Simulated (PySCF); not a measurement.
## Vibration and rotation of PmH

PBE0 constants of PmH, septet, about 5.0 electrons in the 4f shell (Mulliken), real f orbitals that mix terms (basis Pm x2c-TZVPall, H x2c-TZVPall; spin-free X2C with a Gaussian nucleus; PySCF 2.14; masses 144.9127 and 1.0078 u):

* ωe: 1245.1 cm⁻¹
* ωexe: 16.6 cm⁻¹
* Be: 3.7582 cm⁻¹
* αe: 0.0773 cm⁻¹
* D (centrifugal): 0.000137 cm⁻¹
* De to Pm (4f5 6s2) + H: 2.11 eV

(1) Give the vibrational terms G(v) and spacings up to v = 6.

(2) How well does the Morse estimate ωe²/(4ωexe) reproduce De, and what is D0?

Spin–orbit coupling is left out, which matters for elements this heavy, above all for dissociation energies. The state is the lowest single determinant that the PBE0 search found; with open d or f shells the true ground state can be another one.

## Answers

(1) G(v) = ωe(v+½) − ωexe(v+½)².

```tsv
v	G(v) (cm⁻¹)	G(v) − G(v−1)	Bv (cm⁻¹)
0	618		3.720
1	1830	1212	3.642
2	3009	1179	3.565
3	4154	1145	3.488
4	5267	1112	3.410
5	6346	1079	3.333
6	7392	1046	3.256
```

(2) It gives 2.89 eV, 137 % of the computed De. D0 = De − G(0) = 2.11 − 0.08 = 2.03 eV.
